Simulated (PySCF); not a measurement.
Continuum solvent and chemical shifts

Atoms are numbered as in `[CH2:1]=[CH:2][C@@H:3]1[CH:4]=[CH:5][CH:6]=[C:7]1[O:8][C:9]([CH3:10])=[O:11]`. Each H is labelled by its parent atom. Ha(C1) is cis to C3; Hb(C1) is trans to C3.

GIAO PBE0/pcSseg-1 in PySCF on one PBE0-D3(BJ)/def2-SVP conformer, non-relativistic, equivalent nuclei averaged. Solvents enter as an IEF-PCM continuum (cyclohexane with ε = 2.0, acetone with ε = 20.5) around the gas-phase geometry. Shifts are referred to TMS computed in the same medium.

In cyclohexane, δ in ppm: C9 174.0, C7 168.6, C2 143.5, C4 139.6, C5 139.4, C1 131.1, C6 120.7, C3 57.9, C10 22.9, H(C5) 6.63, H(C4) 6.24, H(C6) 6.03, Hb(C1) 5.73, Ha(C1) 5.68. Dipole moment 1.91 D.

Problem. How does each δ change in the more polar medium?

Solution. 
```tsv
atoms	environment	Δδ, acetone
C9	ester carbonyl carbon	+2.6
C7	alkene carbon bearing oxygen	+0.5
C2	alkene CH	+0.6
C4	alkene CH	+1.3
C5	alkene CH	+1.0
C1	terminal =CH2 carbon	+1.2
C6	β carbon of an enol-ether or enamine type C=C	+1.2
C3	allylic sp3 CH	+0.8
C10	methyl carbon α to a carbonyl	+0.8
H(C5)	hydrogen on an alkene CH	+0.13
H(C4)	hydrogen on an alkene CH	+0.11
H(C6)	hydrogen on a β carbon of an enol-ether or enamine type C=C	+0.15
Hb(C1)	hydrogen on a terminal =CH2 carbon	+0.12
Ha(C1)	hydrogen on a terminal =CH2 carbon	+0.03
```

Changes are relative to cyclohexane. The dipole moment becomes 2.19 D in acetone.

Problem. Which of the listed nuclei move most (in ppm), and what does the model miss? (N and O are left out, as their reference compounds move with the solvent too.)

Solution. C9 (ester carbonyl carbon, +2.6 ppm) in acetone. A continuum only polarises the solute; specific hydrogen bonds, the anisotropy of aromatic solvents and changes of geometry or conformer are outside it.
